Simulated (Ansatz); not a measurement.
C5H10Si, SMILES C=C[SiH2]/C=C/C.

Coordinates come from a B3LYP-D3(BJ)/def2-SVP optimisation. The structure was generated by enumeration; whether it is a known compound was not checked. The values are those of a single conformer.

Two levels are set side by side: PBE/def2-SVPD (Ansatz, a program for electronic structure) and PBE0/def2-SVPD (Ansatz). Energy differences of separate SCF runs at the same geometry; the states with an electron removed or added have multiplicity 2 and 2. Differences are taken from unrounded values.

```
quantity                            PBE
---------------------------------  ----
vertical ionisation energy (eV)    8.93
vertical singlet–triplet gap (eV)  4.16
```

Task: These are the PBE values. What does PBE0 give? (An estimate is asked for; the answer gives what the named calculation found.)

Result: 
```tsv
quantity	PBE0	PBE minus PBE0
vertical ionisation energy (eV)	9.20	-0.27
vertical singlet–triplet gap (eV)	4.09	0.07
```
